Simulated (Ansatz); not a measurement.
`C=[CH][GaH2]`. The species carries charge 0 and has multiplicity 1. Geometry: relaxed with PBE0-D4/def2-TZVP.

```xyz
8

C    -1.226    0.265    0.601
C    -0.475   -0.435   -0.251
Ga    1.423   -0.038   -0.455
H    -0.810    1.069    1.203
H    -2.288    0.073    0.742
H    -0.960   -1.226   -0.821
H     1.999    1.129    0.427
H     2.338   -0.838   -1.447
```

Problem. What is the dipole moment at PBE/def2-TZVPP? (An estimate is asked.)

Solution. Ansatz gave: 0.90 D, with components (-0.88, -0.11, 0.16) D in this frame, pointing from negative to positive charge.

Problem. And with r2SCAN, B3LYP, ωB97M-V? (An estimate is asked.)

Solution. Computed: r2SCAN 0.90 D, B3LYP 0.85 D, ωB97M-V 0.77 D.

Problem. Give the Mulliken charges with PBE, ωB97M-V, B3LYP in def2-TZVPP. (An estimate is asked.)

Solution. The calculation gave: 
| atom | PBE | ωB97M-V | B3LYP |
| --- | --- | --- | --- |
| C1 | -0.17 | -0.18 | -0.19 |
| C2 | -0.17 | -0.28 | -0.20 |
| Ga3 | 0.14 | 0.20 | 0.20 |
| H4 | 0.09 | 0.10 | 0.10 |
| H5 | 0.10 | 0.11 | 0.11 |
| H6 | 0.10 | 0.11 | 0.10 |
| H7 | -0.05 | -0.04 | -0.06 |
| H8 | -0.04 | -0.03 | -0.05 |

B3LYP here is the variant with VWN-RPA as its local correlation; programs differ in this.
